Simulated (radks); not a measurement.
All-electron atom: the titanium ion Ti3+ in [Ne] 3s1.5 3p6 3d1 4s0.5 (fractional occupations, a model configuration). Method: scalar-relativistic Kohn-Sham, PBE, spin-polarised, spherical densities, finite nucleus; open shells are filled with parallel spins first; Fermi nuclear charge, rms radius 3.5921 fm; computed with a radial shooting solver on a logarithmic mesh with Libxc functionals.

X-ray form factor f0, the Fourier transform of the density (f0(0) = 19):

| sin(theta)/lambda (1/angstrom) | f0 (electrons) |
|---|---|
| 0.05 | 18.718 |
| 0.1 | 17.944 |
| 0.15 | 16.841 |
| 0.2 | 15.579 |
| 0.25 | 14.284 |
| 0.3 | 13.034 |
| 0.4 | 10.846 |
| 0.5 | 9.196 |
| 0.6 | 8.050 |
| 0.8 | 6.680 |
| 1 | 5.742 |
| 1.25 | 4.649 |
| 1.5 | 3.658 |
| 2 | 2.297 |
